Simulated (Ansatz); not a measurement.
BMe2(dmap) (C₇H₁₈BNO). The state is a singlet with charge 0. Geometry PBE-D4/def2-SVP, basis def2-TZVP, Ansatz.

```
run  HOMO (eV)  LUMO (eV)
  A      -4.97      -0.10
  B      -6.42       0.70
  C      -8.83       2.52
  D     -10.02       3.29
  E      -5.26       0.51
```

Task: The runs used HF, PBE, PBE0, r2SCAN, ωB97X-V. Estimate which is which.

Result: A PBE (0 % exact exchange); B PBE0 (25 % exact exchange); C ωB97X-V (range-separated); D HF (100 % exact exchange); E r2SCAN (0 % exact exchange). Exact exchange lowers occupied and raises empty levels; among semilocal functionals meta-GGAs tend to open the gap a little, and such runs are hard to tell apart. The gap grows from 4.87 eV (PBE) to 13.31 eV (HF).
